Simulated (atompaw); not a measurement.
**Ag (Z = 47): PAW (atompaw) pseudisation with PBE, non-relativistic reference atom.**

atompaw 4.2.0.5 input, output lines left out:

```
Ag 47
GGA-PBE loggrid 1500 logderivrange -6 5 276
5 5 4 0 0 0
5 0 1
5 1 0
0 0 0
c
c
c
c
v
c
c
v
v
c
v
2
2.85 2.50 2.60 2.65
y
0.05
n
n
y
0.5
n
custom rrkj gramschmidtortho gaussian
bessel
2.85
2.85
1.75
2.85
2.85
2.85
```

All-electron outer shells of the reference configuration (PBE, non-relativistic, ld1.x):

```tsv
shell	level (eV)	outermost node (bohr)	outermost maximum (bohr)
4s	-87.74	0.45	0.85
4p	-56.69	0.45	0.89
4d	-7.91	0.43	1.03
5s	-3.99	1.15	2.62
5p	-0.77	1.27	3.95
```

Question: Does the generator finish with these settings?

Answer: Yes, a potential is produced.

Question: Estimate the cutoffs (Ry, on a coarse ladder) from which the occupation-weighted sum of valence levels, in a spherical-Bessel basis at the reference potential, stays within 10 and 1 mRy of its value at 400 Ry.

Answer: 30 Ry and 45 Ry.

Question: What does a ghost test show?

Answer: No extra level below or beside the all-electron valence levels (s, p, d, f tested).

Question: Is the overlap operator S = 1 + Σ q|β⟩⟨β| positive definite (Bessel basis up to 400 Ry)?

Answer: Yes: its lowest eigenvalue is 0.39 (s channel).

Question: Which valence shell sets the plane-wave cutoff?

Answer: 4p: its level needs 35 Ry to come within 1 mRy, against 12 Ry for 4d.
